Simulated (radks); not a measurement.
P7+, 8 electrons, occupied as [He] 2s2 2p4 (the NIST ground configuration). Calculated with a radial shooting solver on a logarithmic mesh with Libxc functionals: Dirac Kohn-Sham, LB94 model potential, spin-unpolarised, spherical densities, finite nucleus; open shells fill j = l - 1/2 first; Fermi nuclear charge, rms radius 3.1889 fm.

Spin-orbit splittings of the eigenvalues, e(l+1/2) - e(l-1/2), with zeta = 2 splitting/(2l+1) and mean radii in bohr:

shell  occ.  splitting (eV)  zeta (eV)  <r> j=l-1/2  <r> j=l+1/2
2p        4           1.141     0.7607       0.4393       0.4412
3p        0          0.2442     0.1628        1.277        1.280
